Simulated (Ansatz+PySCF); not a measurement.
Two shapes of triplet NiCl2.

Shape 1:

```xyz
3

Ni    0.0000    0.0000    0.0000
Cl    0.0000    0.0000    2.0560
Cl    0.0000    0.0000   -2.0560
```

Shape 2:

```xyz
3

Ni    0.0000    0.0000    0.0000
Cl    0.0000    0.0000    2.1382
Cl    0.0000    0.0000   -2.1382
```

Basis set: def2-SVP (spherical functions). Frozen core: 15 orbitals. Charge 0, multiplicity 3.

Computed with Ansatz (development build ahead of 0.2.0); each method stands on the lowest determinant of its kind that the runs found.

Question: Which shape is lower in energy, and by how much in each method?

Answer:

```tsv
method	E(2) − E(1) (eV)
UHF-MP2	0.021
PBE (restricted open-shell)	0.052
PBE0 (restricted open-shell)	0.026
PBE0 (unrestricted)	0.029
ωB97X (unrestricted)	0.062
```

Shape 1 is lower. Caution: other spin multiplicities were not run. Caution for UHF-MP2: the determinant may break the point group.
